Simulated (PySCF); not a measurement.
CH₅NO₂Si₂, SMILES C(O[Si@@H]([SiH3])O)#N.

The structure is a stationary point at PBE0-D3(BJ)/def2-SVP. The structure was generated by enumeration; whether it is a known compound was not checked. One conformer was computed; it need not be the lowest.

Two levels are set side by side: PBE/def2-TZVP (PySCF) and B3LYP/def2-TZVP (PySCF). Same geometry, gas phase. Differences are taken from unrounded values.

```csv
quantity,B3LYP,PBE,PBE minus B3LYP
orbital gap (eV),7.18,5.40,-1.78
highest occupied level (eV),-8.32,-7.19,1.13
lowest empty level (eV),-1.14,-1.79,-0.65
dipole moment (D),4.06,4.02,-0.05
mean polarisability (bohr³),74.4,77.4,3.0
```

PBE's occupied levels lie high since its potential decays too fast outside the molecule; exact exchange lowers them and widens the gap. Loosely held outer electrons make PBE densities more polarisable. Differences between two approximate levels are no errors against the true value.

Rough cost on one machine, each run with all the roots and properties that it gave: B3LYP against PBE within a factor of 2.
